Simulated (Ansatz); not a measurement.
(E)-1,2-dibromo-1-chloroethene (C2HBr2Cl), SMILES Cl/C(Br)=C\Br.

The structure is a stationary point at PBE0-D3(BJ)/def2-SVP.

Two levels are set side by side: PBE/def2-SVPD (Ansatz, a program for electronic structure) and PBE0/def2-SVPD (Ansatz). Energy differences of separate SCF runs at the same geometry; the states with an electron removed or added have multiplicity 2 and 2. Differences are taken from unrounded values.

```json
[
 {"quantity": "vertical ionisation energy (eV)", "PBE": "8.94"},
 {"quantity": "vertical singlet–triplet gap (eV)", "PBE": "3.62"}
]
```

Problem. These are the PBE values. What does PBE0 give? (An estimate is asked for; the answer gives what the named calculation found.)

Solution. 
| quantity | PBE0 | PBE minus PBE0 |
|---|---|---|
| vertical ionisation energy (eV) | 9.24 | -0.30 |
| vertical singlet–triplet gap (eV) | 3.59 | 0.03 |
